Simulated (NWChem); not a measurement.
System: CuH; SMILES [CuH]

The following NWChem deck was run.

```
start job
memory heap 200 mb stack 900 mb global 1100 mb
geometry units angstroms noautoz
  Cu     0.000000     0.000000     0.046040
  H      0.000000     0.000000    -1.375310
end
basis spherical
  * library 6-31g*
end
dft
  xc b3lyp
  iterations 150
  mulliken
end
task dft energy
```

Output (shortened):

```
             Northwest Computational Chemistry Package (NWChem) 7.3.0
             --------------------------------------------------------

 ORDER OF PRIMARY AXIS IS BEING SET TO 4
 C4V symmetry detected

                             Geometry "geometry" -> ""
                             -------------------------

 Output coordinates in angstroms (scale by  1.889725989 to convert to a.u.)

  No.       Tag          Charge          X              Y              Z
 ---- ---------------- ---------- -------------- -------------- --------------
    1 Cu                  29.0000     0.00000000     0.00000000     0.04737833
    2 H                    1.0000     0.00000000     0.00000000    -1.37397167

 Effective nuclear repulsion energy (a.u.)      10.7968763647

      Symmetry information
      --------------------

 Group name             C4v
 Group number             18
 Group order               8
 No. of unique centers     2

                                 NWChem DFT Module
                                 -----------------

 Summary of "ao basis" -> "ao basis" (spherical)
 ------------------------------------------------------------------------------
       Tag                 Description            Shells   Functions and Types
 ---------------- ------------------------------  ------  ---------------------
 Cu                          6-31g*                 12       34   5s4p2d1f
 H                           6-31g*                  2        2   2s

      Symmetry analysis of basis
      --------------------------

        a1         14
        a2          0
        b1          3
        b2          3
        e          16

            General Information
            -------------------
          SCF calculation type: DFT
          Wavefunction type:  closed shell.
          No. of atoms     :     2
          No. of electrons :    30
           Alpha electrons :    15
            Beta electrons :    15
          Charge           :     0
          Spin multiplicity:     1
          Use of symmetry is: on ; symmetry adaption is: on
          Maximum number of iterations: 150
          AO basis - number of functions:    36
                     number of shells:    14
          Convergence on energy requested:  1.00D-06
          Convergence on density requested:  1.00D-05
          Convergence on gradient requested:  5.00D-04

              XC Information
              --------------
                         B3LYP Method XC Potential
                     Hartree-Fock (Exact) Exchange  0.200
                        Slater Exchange Functional  0.800 local
                    Becke 1988 Exchange Functional  0.720 non-local
              Lee-Yang-Parr Correlation Functional  0.810
                  VWN I RPA Correlation Functional  0.190 local

             Grid Information
             ----------------
          Grid used for XC integration:  medium
          Radial quadrature: Mura-Knowles
          Angular quadrature: Lebedev.
          Tag              B.-S. Rad. Rad. Pts. Rad. Cut. Ang. Pts.
          ---              ---------- --------- --------- ---------
          Cu                  1.35      112           7.0       590
          H                   0.35       45           7.0       434
          Grid pruning is: on
          Number of quadrature shells:   157
          Spatial weights used:  Erf1

      Superposition of Atomic Density Guess
      -------------------------------------

 Sum of atomic energies:       -1639.14593882

      Non-variational initial energy
      ------------------------------

 Total energy =   -1638.792657
 1-e energy   =   -2305.555060
 2-e energy   =     655.965527
 HOMO         =      -0.443569
 LUMO         =      -0.080987

      Symmetry analysis of molecular orbitals - initial
      -------------------------------------------------

 !! scf_movecs_sym_adapt:    6 vectors were symmetry contaminated

  Symmetry fudging

 !! scf_movecs_sym_adapt:    6 vectors were symmetry contaminated

  Numbering of irreducible representations:

     1 a1          2 a2          3 b1          4 b2          5 e

  Orbital symmetries:

     1 a1          2 a1          3 a1          4 e           5 e
     6 a1          7 a1          8 e           9 e          10 a1
    11 e          12 e          13 b1         14 b2         15 a1
    16 a1         17 e          18 e          19 a1         20 a1
    21 e          22 e          23 a1         24 a1         25 e

     ---------------------------------------------
      Total Density - Mulliken Population Analysis
     ---------------------------------------------

    Atom       Charge   Shell Charges
 -----------   ------   -------------------------------------------------------
    1 Cu  29    29.09   2.00  2.00  6.00  2.00  6.00  0.66  0.07  0.42  0.00  6.69  3.25  0.00
    2 H    1     0.91   0.38  0.53

 Warning: spatial symmetry breaking: alpha =  4.38D-01

[...]
```

Level: B3LYP/6-31G* (spherical d). Geometry: optimised at B3LYP/6-31G* (spherical d).
